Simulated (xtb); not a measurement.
Al, charge -1, triplet (GFN-xTB shapes and energies of metal compounds can be far from the true ones). Base run: GFN2-xTB (xtb 6.7.1).

Input for xtb:
```
$ xtb mol.xyz --gfn 2 --chrg -1 --uhf 2 --json

# file mol.xyz
1

Al     0.00000000     0.00000000     0.00000000
```

Variants of this job, named by their change:

```
change        ΔE vs base (mEh)  SCF cycles
------------  ----------------  ----------
base                     0.000          43
alpb = water           -88.067          23
file = coord             0.000          43
acc = 0.1                0.000          54
acc = 1000               0.000          12
```

ALPB and GBSA are two models with their own fitted parameters for each solvent, which aren't always the measured dielectric constant.
